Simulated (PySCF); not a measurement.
The same groups moved round the core (benzothiophene methyl+silyl). Isolated molecules, 0 K electronic values unless said otherwise. Strings in code marks are SMILES.

The T1 excitation (TDA) from two functionals at the same geometries (B3LYP-D3(BJ)/def2-SVP), both in PySCF: PBE-D3(BJ)/def2-TZVP and B3LYP-D3(BJ)/def2-TZVP. B3LYP has the VWN-RPA correlation part, as in Gaussian. Excitations are Tamm–Dancoff values on a coarser integration grid. The basis has no diffuse functions, so Rydberg states are missing or too high.

| species | PBE-D3(BJ)/def2-TZVP (eV) | B3LYP-D3(BJ)/def2-TZVP (eV) |
|---|---|---|
| `Cc1c([SiH3])ccc2ccsc12` | 3.11 | 3.20 |
| `Cc1cc([SiH3])c2sccc2c1` | 3.24 | 3.33 |
| `c1(C)cc(cc2c1scc2)[SiH3]` | 3.29 | 3.36 |
| `[SiH3]c1cc2sccc2c(C)c1` | 3.14 | 3.23 |

Over these rows, drawn at random from the members with no instability flagged (it was tested for open shells, ions and some series alone), PBE minus B3LYP-D3(BJ): mean -0.08 eV, from -0.09 eV to -0.07 eV.
